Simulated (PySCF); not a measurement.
Stepwise substitution at one centre (Ge F-OH). All species are isolated molecules in the gas phase. One relaxed conformer stands for each flexible species; it need not be the lowest. Strings in code marks are SMILES.

The numbers are results of r2SCAN-D4/def2-TZVP (PySCF), not measurements. Excitations are Tamm–Dancoff values on a coarser integration grid. The basis has no diffuse functions, so Rydberg states are missing or too high.

```csv
species,T1 excitation (TDA) (eV),brightest of the four lowest singlets (TDA) (eV),HOMO–LUMO gap (eV)
0 of 4 F replaced by OH (`[F][Ge]([F])([F])[F]`),–,–,8.52
1 of 4 F replaced by OH (`[OH][Ge]([F])([F])[F]`),6.82,8.56,7.27
"2 of 4 F replaced by OH (`[OH][Ge]([OH])([F])[F]` (H–O–Ge–F torsion -85°, F–Ge–O–H torsion 30°))",6.88,8.71,7.29
4 of 4 F replaced by OH (`[OH][Ge]([OH])([OH])[OH]`),6.71,7.64,7.06
```
